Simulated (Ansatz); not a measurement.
The same path of F3HSi (5 atoms, charge 0, multiplicity 1) was run twice with different band settings. Lost on the way: Si1–H2, Si1–F3. Made: H2–F3.

Computed with RKS B3LYP-D4/def2-SVP (Ansatz 0.2.0).

Relaxed end points:

```xyz
5
Properties=species:S:1:pos:R:3
Si 0.222 0.000 0.209
H 0.166 0.000 1.672
F 1.740 0.000 -0.304
F -0.504 1.296 -0.392
F -0.504 -1.296 -0.392
```

```xyz
5
Properties=species:S:1:pos:R:3
Si -0.888 0.000 0.125
H 1.603 0.000 1.664
F 1.497 0.000 0.740
F -0.546 1.253 -0.868
F -0.546 -1.253 -0.868
```

Common settings: spring 5.0 eV/Å²; optimiser quadratic models (default); start path through a guess of the saddle point; force threshold 0.05 eV/Å; iteration limit 60; end points relaxed.

| run | movable images | climbing image |
| --- | --- | --- |
| 1 | 7 | yes |
| 2 | 3 | no |

Question: What does each run give, and how far can it be trusted?

Answer: Run 1: converged after 8 iterations, highest image 3.586 eV above the first end. Neighbouring images differ by up to 1.5 eV, so the band resolves the path poorly. A vibrational analysis at the climbing image gives one clearly imaginary mode, 1301i cm⁻¹: a first-order saddle point.
Run 2: converged after 7 iterations, highest image 3.436 eV above the first end. Neighbouring images differ by up to 2.5 eV, so the band resolves the path poorly. No image climbed, so the highest image needn't sit at the top of the path. So few images can step over the top or miss a turn of the path.
The orbitals stay closed-shell, which can raise the energy where a bond breaks towards radicals; this wasn't checked here.
